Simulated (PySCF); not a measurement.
**Ionisation energy of Ru³⁵⁺ by level of theory**

Ru³⁵⁺ [He] 2s2 2p5 (2P) → Ru³⁶⁺ [He] 2s2 2p4 (3P), as a difference of total energies. Calculation: PySCF 2.14, in an uncontracted even-tempered set (19 s from 13 bohr⁻², ratio 2.2; 12 p from 16 bohr⁻², ratio 2.2; 6 d from 71 bohr⁻², ratio 2.4; 5 f from 110 bohr⁻², ratio 2.4; 4 g from 160 bohr⁻², ratio 2.4); scalar relativity by spin-free X2C-1e. Correlated levels: nothing frozen; virtual orbitals above 40 to 60 times the deepest correlated orbital energy dropped. The calculations carry no spin-orbit coupling.

```tsv
method	ionisation energy (eV)
UHF	4975.8
LDA	4973.9
PBE	4975.9
PBE0	4976.3
r2SCAN	4978.9
M06-2X	4976.9
r2SCAN0	4978.5
MP2 (all electrons)	4977.5
SCS-MP2 (all electrons)	4977.4
```

Spin-orbit coupling is strong in these open shells (close to jj coupling). The scalar numbers leave it out and a first-order estimate fails, so it can dominate the gap to the real levels.

For this ion Breit and QED terms and the two-electron picture change, all absent here, outweigh the differences among the correlated methods.

For comparison: 4939 ± 8 eV (semi-empirical (NIST evaluation); NIST Atomic Spectra Database, ionization energies).
